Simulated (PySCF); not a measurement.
disulfane (H2S2), SMILES SS. Coordinates come from a PBE0-D3(BJ)/def2-TZVP optimisation.

TDDFT-CAM-B3LYP/def2-TZVPD (PySCF 2.14.0) puts the lowest singlet excitations at 4.88, 4.88, 5.95, 5.99, 6.76, 6.77 eV and the lowest triplet (TDA) at 4.19 eV.

Question: What are the lowest singlet roots from EOM-CCSD/aug-cc-pVDZ (PySCF)? (The exact figures need the calculation; the answer reports its results.)

Answer: 5.11, 5.11, 5.97, 6.01, 6.92, 6.92 eV; triplets 4.44, 4.50, 5.70 eV. S1 differs by 0.23 eV (second minus first; roots are paired by order, and the bases may differ).
